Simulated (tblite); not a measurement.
C₄H₇BrO₂Si₂.
Geometry (GFN2-xTB, Å), atoms numbered from 1 in this order:
```
atom  x, y, z in Å
C1     3.6457    0.5676    1.4899
C2     3.0065    0.1063    0.5814
Si3    2.0174   -0.5650   -0.8294
Br4    3.4422   -0.4156   -2.5772
Si5    0.1331    0.6880   -1.3119
C6    -1.0944    0.0911    0.0225
O7    -0.8399   -0.7490    0.8563
O8    -2.2624    0.7143   -0.0898
C9    -3.3027    0.3882    0.8305
H10    4.2076    0.9617    2.2877
H11    1.9131   -2.0121   -0.6568
H12    0.2833    2.1375   -1.1567
H13   -0.4731    0.4250   -2.6202
H14   -3.3174    1.1268    1.6333
H15   -3.1264   -0.6037    1.2497
H16   -4.2401    0.4154    0.2791
```

Computed values, GFN2-xTB/tblite, gas phase, harmonic and unscaled. Errors from tens to a few hundred cm⁻¹ against measured bands are possible. Modes of hydrogen on silicon can be 10 to 20 % off. One conformer, not necessarily the lowest. The optimisation stopped once no atom felt more than 0.01 eV/Å.

Lowest wavenumbers of the output (negative numbers stand for imaginary wavenumbers):
```
mode    cm-1
  1     -33.6
  2      12.9
  3      24.2
  4      39.0
  5      75.9
  6      85.2
  7     108.5
  8     144.3
  9     181.3
 10     240.6
```

**Question.** Is this structure a minimum?

**Answer.** Not by this Hessian. 1 mode is imaginary beyond 20i (34i cm⁻¹), so at this level the point lies at or near a first-order saddle. The curvature is small, so loose convergence or finite differences may be the whole cause.

**Question.** Which atoms move in the imaginary mode?

**Answer.** 34i: H14 (methyl hydrogen) 37 %, H15 (methyl hydrogen) 32 %, H16 (methyl hydrogen) 30 %. These are shares of the mass-weighted motion.

**Question.** What is the remedy?

**Answer.** Step along that mode in both directions, optimise again with tighter thresholds and repeat the frequencies. The zero-point energy of this point (59.3 kcal/mol) counts the 41 real modes alone, and thermal corrections from it aren't those of a minimum.
